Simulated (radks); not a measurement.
Results of a calculation; reference values are marked as such.
Problem. Species: Rh. Configuration: [Kr] 4d8 5s1. Level of theory: scalar-relativistic Kohn-Sham, r2SCAN, spin-polarised, spherical densities, finite nucleus; open shells are filled with parallel spins first (spin-orbit coupling, left out, can overturn this in heavy ions); meta-GGA in the generalised Kohn-Sham scheme; Fermi nuclear charge, rms radius 4.4945 fm (a radial shooting solver on a logarithmic mesh with Libxc functionals). Some entries of the table are withheld. Estimate them.

orbital,occ.,eigenvalue (eV),<1/r> (bohr^-1)
1s up,1,-23085.46,47.05
1s down,1,-23085.45,47.05
2s up,1,-3360.171,10.67
2s down,1,-3359.754,10.67
2p up,3,-3008.588,10.32
2p down,3,-3008.279,10.32
3s up,1,-605.9733,3.723
3s down,1,-605.8500,3.722
3p up,3,-489.4103,3.540
3p down,3,-489.2419,3.539
3d up,5,-303.5752,3.306
3d down,5,-303.2421,3.305
4s up,1,-85.4288,1.389
4s down,1,-83.7488,1.393
4p up,3,-52.6139,1.242
4p down,3,-50.8151,1.246
4d up,5,-6.8106,0.8668
5s up,1,(1),0.3995
4d down,3,-4.8314,0.8669
5s down,0,(2),0.3725

Solution. 
(1) 5s up eigenvalue (eV): -5.0072
(2) 5s down eigenvalue (eV): -3.0463
